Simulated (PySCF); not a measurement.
All values below come from PBE-D3(BJ)/def2-TZVP // B3LYP-D3(BJ)/def2-TZVP in PySCF. Gas-phase values, no solvent. Excitations are Tamm–Dancoff values on a coarser integration grid. The basis has no diffuse functions, so Rydberg states are missing or too high.

Reference species (SMILES): `[Ga]([Cl])([CH3])[Cl]` (neutral, multiplicity 1).

```yaml
S1–T1 gap (TDA): 0.19 eV
T1 excitation (TDA): 5.31 eV
HOMO: -7.46 eV
S1 oscillator strength: 0.000
```

Changed species: `[CH3][Ga]([CH3])[CH3]` (3 of 3 Cl replaced by CH3; the reference has 1 of 3 Cl replaced by CH3).

Task: What does the change do to the S1–T1 gap (TDA), T1 excitation (TDA), HOMO and S1 oscillator strength?

Result: the S1–T1 gap (TDA) increases by 0.10 eV, to 0.29 eV; the T1 excitation (TDA) falls by 0.66 eV, to 4.65 eV; the HOMO rises by 1.27 eV, to -6.19 eV; the S1 oscillator strength is nearly the same.
